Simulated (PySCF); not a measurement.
A structure optimised at PBE-D3(BJ)/def2-SVP, used in a PySCF frequency run:

```xyz
15

C      1.3321     1.3190     0.0000
C     -0.0643     0.7078     0.0000
F     -0.9835     1.7691     0.0000
C     -0.2996    -0.2586    -1.1964
Si     0.0926    -1.6953     0.0000
C     -0.2996    -0.2586     1.1964
H      1.4687     1.9497    -0.9005
H      1.4687     1.9497     0.9005
H      2.1162     0.5351     0.0000
H     -1.3834    -0.2714    -1.4337
H      0.2709    -0.0462    -2.1202
H      1.5265    -2.1489     0.0000
H     -0.8121    -2.8961     0.0000
H      0.2709    -0.0462     2.1202
H     -1.3834    -0.2714     1.4337
```
Charge 0, spin multiplicity 1.

Problem. Write its SMILES, formula and point group.

Solution. CC1(F)C[SiH2]C1, C4H9FSi, Cs

Problem. What are its rotational constants (standard atomic weights)?

Solution. 4.7435, 2.1096, 2.0406 GHz
